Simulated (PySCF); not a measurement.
An unknown gives this computed stick spectrum. Theory: TDDFT B3LYP/def2-SVPD, vertical, gas phase, core orbitals frozen in the response (PySCF 2.14.0, density-fitted response routines). Geometries: GFN2-xTB, one conformer each.

```json
{"state": "S1", "ν̃ (cm⁻¹)": "55610", "f": "0.014", "main configurations (H = HOMO, L = LUMO)": "H→L (87%)"}
{"state": "S2", "ν̃ (cm⁻¹)": "55850", "f": "0.0082", "main configurations (H = HOMO, L = LUMO)": "H-1→L (92%)"}
{"state": "S3", "ν̃ (cm⁻¹)": "56710", "f": "0.0038", "main configurations (H = HOMO, L = LUMO)": "H→L+1 (67%), H-1→L+1 (26%)"}
{"state": "S4", "ν̃ (cm⁻¹)": "57670", "f": "0.025", "main configurations (H = HOMO, L = LUMO)": "H-1→L+1 (69%), H→L+1 (22%)"}
{"state": "S5", "ν̃ (cm⁻¹)": "59260", "f": "0.0016", "main configurations (H = HOMO, L = LUMO)": "H→L+2 (72%), H→L+4 (16%)"}
{"state": "S6", "ν̃ (cm⁻¹)": "59610", "f": "0.0034", "main configurations (H = HOMO, L = LUMO)": "H-1→L+2 (73%), H-1→L+4 (18%)"}
{"state": "S7", "ν̃ (cm⁻¹)": "61510", "f": "0.0051", "main configurations (H = HOMO, L = LUMO)": "H→L+3 (82%)"}
{"state": "S8", "ν̃ (cm⁻¹)": "61990", "f": "0.0078", "main configurations (H = HOMO, L = LUMO)": "H-1→L+3 (90%)"}
```

Triplets computed (Tamm–Dancoff): 6.47, 6.74, 6.78 eV.

Orbital energies (eV): HOMO-3 -9.49, HOMO-2 -9.40, HOMO-1 -7.92, HOMO -7.90, LUMO -0.18, LUMO+1 0.06, LUMO+2 0.44.

Question: Which candidate is it?
A. `N(C)(P1(=C)C=C1)C`
B. `C[P@H](=O)CCC#N`
C. `P#Cc1ccco1`

Answer: B. Its S1, at 6.89 eV, is the highest among the candidates; the nearest of the others has S1 at 3.38 eV. S1 is HOMO→LUMO (87%). Löwdin shares by element: HOMO (one of a set within 0.03 eV) oxygen 63%, phosphorus 17%, hydrogen 8% or more, carbon 7% or more; LUMO carbon 40% or more, hydrogen 13% or more (atoms not listed hold the other 47%). At the same level the other candidates give, for their lowest levels:
- `C=P1(N(C)C)C=C1`: 3.25 eV (f 0.012); 4.35 eV (f 0.098); 4.68 eV (f 0.004); 4.90 eV (f 0.021); 5.08 eV (f 0.004); T1 2.74 eV; HOMO -5.04, LUMO -0.89 eV
- `P#Cc1ccco1`: 3.38 eV (f 0.000); 3.92 eV (f 0.253); 4.28 eV (f 0.000); 5.41 eV (f 0.237); 5.66 eV (f 0.300); T1 2.38 eV; HOMO -6.19, LUMO -2.04 eV

The values belong to the conformer `[CH3:1][P@H:2](=[O:3])[CH2:4][CH2:5][C:6]#[N:7]`: C1–P2–C4–C5 179°, P2–C4–C5–C6 65°.
